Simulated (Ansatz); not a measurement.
Geometry optimisation, Ansatz, DFT PBE-D3(BJ), scalar-relativistic, plane waves, PAW.

input.yaml

```yaml
accuracy: low
crystal:
  lattice:
    - [6.956189, 0.0, 0.0]
    - [0.0, 6.956189, 0.0]
    - [0.0, 0.0, 6.956189]
  atoms:
    - { symbol: O, position: [0.640011, 0.8925175, 0.7694241] }
    - { symbol: H, position: [0.5994054, 0.9910728, 0.6798404] }
    - { symbol: H, position: [0.7333288, 0.9568711, 0.8502794] }
    - { symbol: O, position: [0.1011396, 0.4212955, 0.1004621] }
    - { symbol: H, position: [0.1358911, 0.4861107, 0.2186929] }
    - { symbol: H, position: [-0.0354334, 0.3977248, 0.1138572] }
    - { symbol: O, position: [0.1892185, 0.1969786, 0.5974605] }
    - { symbol: H, position: [0.1630342, 0.1412445, 0.4725794] }
    - { symbol: H, position: [0.209097, 0.0866764, 0.6800769] }
    - { symbol: O, position: [0.862857, 0.7091972, 0.21832] }
    - { symbol: H, position: [0.9020987, 0.7959928, 0.1167632] }
    - { symbol: H, position: [0.7254, 0.7290134, 0.2283248] }
    - { symbol: O, position: [0.1763871, 0.7025485, 0.6890897] }
    - { symbol: H, position: [0.2884752, 0.6355754, 0.6407366] }
    - { symbol: H, position: [0.1316661, 0.7765347, 0.5799418] }
    - { symbol: O, position: [0.6046685, 0.2880313, 0.2167712] }
    - { symbol: H, position: [0.4961822, 0.3753092, 0.2160717] }
    - { symbol: H, position: [0.5682459, 0.1882983, 0.126694] }
    - { symbol: O, position: [0.5756828, 0.4534079, 0.8080257] }
    - { symbol: H, position: [0.4744418, 0.5403243, 0.7682389] }
    - { symbol: H, position: [0.6436436, 0.4245674, 0.6899716] }
    - { symbol: O, position: [0.2526323, 0.9745292, 0.187007] }
    - { symbol: H, position: [0.2384753, 0.8504467, 0.1254416] }
    - { symbol: H, position: [0.1576852, 1.0544694, 0.1239055] }
    - { symbol: C, position: [0.8732443, 0.3045779, 0.6449563] }
    - { symbol: O, position: [0.8863288, 0.4213722, 0.5228994] }
    - { symbol: O, position: [0.8601599, 0.1877837, 0.7670132] }
basis:
  ecutwfc: 420.0
kpoints:
  mp_grid: { grid: [1, 1, 1] }
hamiltonian:
  xc: pbe
  dispersion: d3bj
scf:
  occupations: { method: fermi_dirac, width: 0.05 }
  lower_state_search: "off"
relax:
  f_tol: 0.3
  max_steps: 15
  adjacent_minimum: "off"
output:
  write_density: true
  write_potential: true
  elf: true
  volumetric_format: npy
```

Run as:

```bash
$ ansatz run input.yaml --threads 1 --pin off --max-ram 3072MiB --backend cpu --events-out ev --progress --plain --runs-dir out
```

Problem. Where does it end, and by what steps?

Solution. The forces met the threshold. The threshold is loose, so the end isn't yet a minimum. Limits of this set-up: coarse k mesh, low accuracy level. After 13 steps the energy has fallen by 3.468 eV; H17 moved furthest, 1.48 Å.

```
step  energy less start (eV)  largest force component (eV/Å)  accepted
   0                  0.0000                           1.405       yes
   1                 -0.6102                           1.662       yes
   2                 -0.9884                           1.739       yes
   3                 -1.2970                           1.995       yes
   4                 -1.6099                           1.768       yes
   5                 -1.8692                           1.799       yes
   6                 -2.2068                           1.100       yes
   7                 -2.5014                           1.406       yes
   8                 -2.7495                           1.047       yes
   9                 -2.9840                           1.186       yes
  10                 -3.1556                           1.012       yes
  11                 -3.3118                           0.687       yes
  12                 -3.4085                           0.447       yes
  13                 -3.4683                           0.242       yes
```

```xyz
27
Lattice="6.9562 0.0000 0.0000 0.0000 6.9562 0.0000 0.0000 0.0000 6.9562" Properties=species:S:1:pos:R:3
O 3.893 6.184 5.645
H 3.450 6.718 4.922
H 4.800 6.534 5.693
O 0.143 2.376 0.780
H 0.233 3.197 1.305
H -0.826 2.180 0.825
O 2.291 0.536 3.951
H 2.313 0.455 2.973
H 1.678 -0.202 4.228
O 6.734 4.996 2.134
H 7.069 5.756 1.611
H 5.782 4.950 1.930
O 0.875 5.319 4.814
H 1.471 4.598 5.115
H 0.414 4.974 4.021
O 4.319 2.230 0.845
H 3.913 2.748 0.105
H 3.619 1.575 1.060
O 3.084 3.623 5.665
H 3.548 4.499 5.548
H 3.259 3.103 4.861
O 1.987 7.396 1.126
H 2.286 6.974 0.297
H 1.308 8.097 0.897
C 6.345 1.799 4.724
O 6.301 2.765 4.069
O 6.342 0.839 5.393
```

Whether the end is a true minimum wasn't checked by a vibrational analysis.

Run time: 16 s on 1 thread of AMD EPYC 9R45 96-Core Processor (Zen 5), on a shared host, peak memory 0.52 GiB.
